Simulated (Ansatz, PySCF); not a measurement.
System: H$_{2}$S$_{2}$, charge 0, singlet. H2S2 (SMILES SS).
B3LYP-D3(BJ)/def2-TZVP minimum from Ansatz (a first-principles code):
```
S
H 1 1.3476
S 1 2.0719 2 98.52
H 3 1.3476 1 98.52 2 -90.39
```

Quantity: enthalpy of formation at 298 K (by atomisation, with ideal-gas terms from PySCF's Hessian at B3LYP-D3(BJ)/def2-TZVP and the atoms' measured values of the G2/97 table; no spin-orbit terms), in kcal/mol. Radicals and triplets start from unrestricted determinants; spin-orbit coupling is neglected. Cores are frozen in correlated methods. Rows without X2C or -DK are non-relativistic. CBS(X,Y): correlation extrapolated as X^-3, Hartree-Fock from the larger set (Q,5: extrapolated as (X+1)exp(-9√X)). A bracket is a step between two methods taken in the basis named. 'core' is core correlation in cc-pwCVTZ (1s frozen past Ne), 'X2C' scalar relativity in cc-pVTZ-DK, both at CCSD(T). For partners of very few electrons the exact lower level stands in for a higher one.

```json
[
 {"level": "MP2/cc-pV(T+d)Z", "program": "Ansatz", "enthalpy of formation at 298 K (kcal/mol)": "12.4", "difference against the last row": "10.7"},
 {"level": "CCSD/cc-pV(D+d)Z", "program": "Ansatz", "enthalpy of formation at 298 K (kcal/mol)": "34.3", "difference against the last row": "32.6"},
 {"level": "CCSD(T)/cc-pV(T+d)Z", "program": "Ansatz", "enthalpy of formation at 298 K (kcal/mol)": "13.2", "difference against the last row": "11.5"},
 {"level": "CCSD(T)/CBS(cc-pV(T+d)Z,cc-pV(Q+d)Z)", "program": "Ansatz", "enthalpy of formation at 298 K (kcal/mol)": "1.9", "difference against the last row": "0.2"},
 {"level": "CCSDT(Q)/cc-pV(D+d)Z", "program": "Ansatz", "enthalpy of formation at 298 K (kcal/mol)": "30.2", "difference against the last row": "28.5"},
 {"level": "CCSDT(Q)/cc-pV(T+d)Z", "program": "Ansatz", "enthalpy of formation at 298 K (kcal/mol)": "13.0", "difference against the last row": "11.3"},
 {"level": "CCSD(T)/CBS(cc-pV(Q+d)Z,cc-pV(5+d)Z) + [CCSDTQ - CCSD(T)]/cc-pV(D+d)Z + core + X2C", "program": "Ansatz", "enthalpy of formation at 298 K (kcal/mol)": "1.5", "difference against the last row": "-0.2"},
 {"level": "CCSD(T)/CBS(cc-pV(Q+d)Z,cc-pV(5+d)Z) + [CCSDT(Q) - CCSD(T)]/cc-pV(T+d)Z + [CCSDTQ - CCSDT(Q)]/cc-pV(D+d)Z + core + X2C", "program": "Ansatz", "enthalpy of formation at 298 K (kcal/mol)": "1.7", "difference against the last row": "0.0"}
]
```
